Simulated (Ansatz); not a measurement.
GeMe3(NHiPr) (C₆H₁₇GeN). The state is a triplet with charge 0. Geometry PBE-D4/def2-SVP, that of the neutral singlet; atoms count from 1.

```xyz
25

Ge   -0.373   -0.244   -1.044
C     0.187   -0.030   -2.919
H     1.015   -0.728   -3.155
H     0.531    1.005   -3.116
H    -0.659   -0.247   -3.601
C    -1.052   -2.070   -0.754
H    -1.516   -2.180    0.245
H    -0.220   -2.797   -0.838
H    -1.816   -2.314   -1.521
C    -1.806    1.055   -0.627
H    -1.443    2.093   -0.767
H    -2.152    0.945    0.420
H    -2.677    0.894   -1.296
N     1.212    0.006   -0.088
C     1.339    0.218    1.353
C     0.504   -0.802    2.133
C     1.016    1.655    1.803
H     1.854    0.617   -0.605
H     2.408    0.026    1.617
H    -0.584   -0.636    1.975
H     0.693   -0.717    3.222
H     0.742   -1.837    1.814
H    -0.052    1.897    1.620
H     1.220    1.802    2.886
H     1.629    2.392    1.243
```

At PBE0-D4/def2-TZVP a singlet of charge 0 lies 5.44 eV below the triplet at the same geometry.

(1) Estimate the Mulliken populations from the PBE0/def2-TZVP orbitals of Ansatz.

(2) Where does the spin sit?

(3) And the Mayer bond orders between heavy atoms (over 0.3)?

Results:

(1) 
```tsv
atom	charge (e)	spin (α − β)
Ge1	0.16	0.19
C2	-0.28	-0.18
H3	0.09	0.06
H4	0.07	0.09
H5	0.10	0.05
C6	-0.42	-0.02
H7	0.13	0.01
H8	0.12	0.03
H9	0.12	0.04
C10	-0.36	-0.03
H11	0.11	0.06
H12	0.11	0.03
H13	0.12	0.06
N14	0.25	0.61
C15	0.11	-0.12
C16	-0.30	-0.08
C17	-0.25	-0.06
H18	-0.39	0.72
H19	0.00	0.18
H20	0.10	0.02
H21	0.09	0.07
H22	0.11	0.04
H23	0.09	0.04
H24	0.08	0.08
H25	0.03	0.14
```
Mulliken values depend strongly on the basis.

(2) Summed by element: Ge 0.19, C -0.50, H 1.70, N 0.61, of 2 unpaired in all. Largest on single atoms: H18 0.72, N14 0.61, Ge1 0.19.

(3) Ge1–C2 0.92 (1.97 Å); Ge1–C6 0.95 (1.97 Å); Ge1–C10 0.82 (1.98 Å); Ge1–N14 0.56 (1.87 Å); N14–C15 1.04 (1.46 Å); C15–C16 1.03 (1.53 Å); C15–C17 1.01 (1.54 Å).
